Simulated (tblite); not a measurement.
Compound: C10H12O2S.
Geometry (GFN2-xTB, Å), atoms numbered from 1 in this order:
```
atom  x, y, z in Å
C1     3.4988    1.3523    0.1639
C2     2.3577    0.3905    0.0124
C3     2.5149   -0.7203   -0.7484
C4     1.5827   -1.7721   -0.9947
C5     0.2777   -1.8704   -0.6698
C6    -0.5812   -0.9365    0.0287
C7    -1.9112   -1.1832    0.0445
S8    -3.1553   -0.1630    0.7810
C9    -3.3140    1.2338   -0.3796
O10   -4.3898   -0.9001    0.7492
O11   -2.7377    0.3749    2.0540
C12   -0.0555    0.1994    0.7542
C13    1.1763    0.7436    0.7511
H14    3.7876    1.4288    1.2118
H15    3.1974    2.3457   -0.1671
H16    4.3657    1.0411   -0.4126
H17    3.4806   -0.8601   -1.2192
H18    1.9992   -2.6069   -1.5463
H19   -0.2349   -2.7713   -0.9848
H20   -2.3505   -2.0293   -0.4515
H21   -2.3616    1.7448   -0.4342
H22   -3.6008    0.8305   -1.3416
H23   -4.0826    1.8942    0.0012
H24   -0.7854    0.6521    1.4121
H25    1.3108    1.6055    1.3946
```

The geometry is computed with GFN2-xTB (gas phase).

Take the most abundant isotopes and a rigid rotor. The values belong to one conformer with, in the numbering `[CH3:1][C:2]1=[CH:3][CH:4]=[CH:5]/[C:6](=[CH:7]/[S:8]([CH3:9])(=[O:10])=[O:11])[CH:12]=[CH:13]1`, C6–C7–S8–C9 75°.

What are A, B and C (cm⁻¹)?

Ia = 309.50, Ib = 1358.88, Ic = 1538.07 u·Å²; 505379 MHz·u·Å²/I gives 1633, 371.9 and 328.6 MHz, that is A = 0.05447, B = 0.01241, C = 0.01096 cm⁻¹.

Classify the top.

A near-prolate asymmetric top: κ = (2 × 371.9 − 1633 − 328.6)/(1633 − 328.6) = -0.93.

Is it planar, by Δ = Ic − Ia − Ib?

Not planar: Δ = Ic − Ia − Ib = -130.31 u·Å². For a rigid frame Δ = −2 Σ m c², so Σ m c² = 65.15 u·Å² lies off the ab plane: 13.97 from hydrogen and 51.18 from heavier atoms. The atom farthest from that plane is 2.34 Å away.

Give the other two planar moments, Paa and Pbb, and the rms extents of the mass along the axes.

Paa = Σ m a² = (Ib + Ic − Ia)/2 = 1293.73 and Pbb = Σ m b² = (Ia + Ic − Ib)/2 = 244.34 u·Å². With the mass M = 196.06 u, the rms extents √(P/M) along a, b and c are 2.57, 1.12, 0.58 Å.

Estimate the classical rotational partition function at 50 K, 298.15 K and 500 K.

Point group C1, symmetry number σ = 1; q = (√π/σ)·√((kT/h)³/(ABC)), k/h = 20836.6 MHz/K: 133000 at 50 K, 1940000 at 298.15 K, 4220000 at 500 K.

Its GFN2-xTB frequencies are all real (lowest 18 cm⁻¹). These are rigid-rotor constants of the computed structure; measured ground-state constants (B0) also hold zero-point vibration.
